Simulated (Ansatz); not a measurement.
Saddle point of Si2H7Cl3O, closed shell (Si₂H₄Cl₂ ([SiH3][SiH]([Cl])[Cl]) + HCl + H₂O → SiHCl₃ ([Cl][SiH]([Cl])[Cl]) + SiH₄ + H₂O; bonds formed: Si1–Cl7, Si2–H8, H6–O9; bonds broken: Si1–Si2, H6–Cl7, H8–O9), PBE0-D4/def2-TZVP structure:

```csv
atom,x (Å),y (Å),z (Å)
Si1,-1.3768,-0.1786,-0.0686
Si2,0.7953,0.4289,-1.1795
Cl3,-1.4501,-1.5208,-1.7449
Cl4,-2.9058,1.0499,-0.6672
H5,-1.6581,-1.1786,0.9720
H6,0.5410,-0.0509,1.9932
Cl7,-0.7967,1.3409,1.6237
H8,0.5981,-0.4964,0.4052
O9,1.0559,-0.7985,1.5517
H10,1.8176,1.2570,-0.4762
H11,-0.0659,1.3255,-1.9875
H12,1.4522,-0.6153,-1.9974
H13,1.9932,-0.5629,1.5754
```

Energies are electronic, without zero-point energy. Barriers and step energies count from the start structure reached by relaxing down the imaginary mode; all methods use the PBE0-D4 structures, on which another method's saddle can fall below an end. Program: Ansatz 0.2.0. Basis: def2-TZVPP, with def2-QZVPP for the basis limit. Cores are frozen in the correlated methods. B3LYP uses VWN-RPA correlation. Extrapolation: Hartree–Fock as exp(−7.88 √X), correlation as X^−2.97.

```
      method  barrier (kJ/mol)  step energy (kJ/mol)
       SPW92              85.4                 -59.7
      PBE-D4             137.6                 -65.4
     BLYP-D4             169.5                 -75.4
   r2SCAN-D4             152.8                 -79.3
      B97M-V             178.6                 -82.2
     PBE0-D4                 ?                 -71.0
    B3LYP-D4             187.8                 -78.8
  r2SCAN0-D4             171.1                 -81.4
    BHLYP-D4             217.2                 -85.4
CAM-B3LYP-D4                 ?                 -81.8
     wB97X-V             192.9                 -82.0
     wB97M-V             180.8                 -88.8
      B2PLYP             199.2                 -83.9
    PBE-QIDH             181.0                 -80.5
  RPA on PBE                 ?                 -81.7
          HF             307.1                 -99.2
         MP2             184.9                 -88.5
        CCSD             222.0                 -82.9
     CCSD(T)             201.6                 -81.0
```

Question: Fill in the withheld barriers. (An estimate is asked for; the value comes from the calculation.)

Answer: By the calculation: CAM-B3LYP-D4 198.3; RPA on PBE 203.5; PBE0-D4 162.2 kJ/mol. Each is the energy of the saddle less that of the start structure, by the same method.

For comparison, the barrier by CCSD(T) at an estimated basis limit (MP2 extrapolated from triple and quadruple zeta, plus CCSD(T) − MP2 in triple zeta) is 191.0 kJ/mol.

The T1 diagnostic stays at or below 0.012.

Labels in which every atom is bracketed show which atoms are joined, not bond orders.

For scale, one of the runs: CCSD(T)/def2-TZVPP, 339 basis functions, launched by `ansatz run in.yaml --threads 4 --pin off --events-out ev --progress --plain --max-ram 66560MiB --backend cuda --devices 0, --max-vram 37GiB`. Time: 15 s of wall clock on 4 CPU threads of an AMD EPYC 7R13 and a share of one NVIDIA H100; the host was shared. Peak host memory: 0.87 GiB.
